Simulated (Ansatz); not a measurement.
Calculated with Ansatz (gas phase, PBE0-D4/def2-TZVP geometries, no zero-point term in ΔE). CBS: MP2 limit from def2 TZ/QZ plus the TZ coupled-cluster correction, frozen cores. This one scheme is used for every species. Functionals use def2-TZVPP. HSE06 is defined as in plane-wave codes. Each species was taken in one conformer, which may not be the lowest.

Consider the ligand exchange at a B–S bond: `FBS` + `BO` → `BOBF` + H₂S.

CCSD(T)/CBS gives -0.45 eV.

Another level gave -0.44 eV. Which?
A. revPBE/def2-TZVPP
B. CCSD/def2-TZVPP
C. ωB97X-V/def2-TZVPP
D. HSE06/def2-TZVPP

C. ωB97X-V -0.44, CCSD/def2-TZVPP -0.49, revPBE -0.26, HSE06 -0.36 eV.

Largest T1 diagnostic among the species: 0.014.

From r2SCAN to r2SCAN0 (25 % exact exchange), in def2-TZVPP and without D4, ΔE moves by −0.05 eV. Leaving LDA and LC-ωPBE aside and taking each functional with its dispersion term where it has one, the values, not all of them listed here, spread over 0.27 eV, from BHLYP-D4 to revPBE-D4. LDA lies −0.04 eV from PBE without D4. In def2-TZVPP, CCSD(T) changes the Hartree–Fock value by +0.22 eV (the triples alone add +0.04 eV) and MP2 by +0.25 eV.
